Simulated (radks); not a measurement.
The numbers below are computed, except where a source is named.
Problem. Zr IV, 37 electrons, occupied as [Kr] 4d1. Level of theory: Dirac Kohn-Sham, PBE, spin-unpolarised, spherical densities, finite nucleus; open shells fill j = l - 1/2 first; Fermi nuclear charge, rms radius 4.2694 fm (a radial shooting solver on a logarithmic mesh with Libxc functionals). Some entries of the table are withheld. Estimate them.

orbital  occ.  eigenvalue (eV)  <1/r> (bohr^-1)
1s1/2       2        -17844.58            41.26
2s1/2       2        -2496.112            9.341
2p1/2       2        -2287.278            9.315
2p3/2       4        -2201.422            8.912
3s1/2       2        -432.2477            3.161
3p1/2       2              (1)              (2)
3p3/2       4              (3)              (4)
3d3/2       4        -203.8109              (5)
3d5/2       6        -201.3121              (6)
4s1/2       2              (7)            1.128
4p1/2       2         -60.3816            1.013
4p3/2       4         -58.5404           0.9876
4d3/2       1         -28.2910           0.7150
4d5/2       0         -28.1040           0.7100

Solution. 
(1) 3p1/2 eigenvalue (eV): -354.5062
(2) 3p1/2 <1/r> (bohr^-1): 3.056
(3) 3p3/2 eigenvalue (eV): -340.8324
(4) 3p3/2 <1/r> (bohr^-1): 2.959
(5) 3d3/2 <1/r> (bohr^-1): 2.756
(6) 3d5/2 <1/r> (bohr^-1): 2.731
(7) 4s1/2 eigenvalue (eV): -81.4897
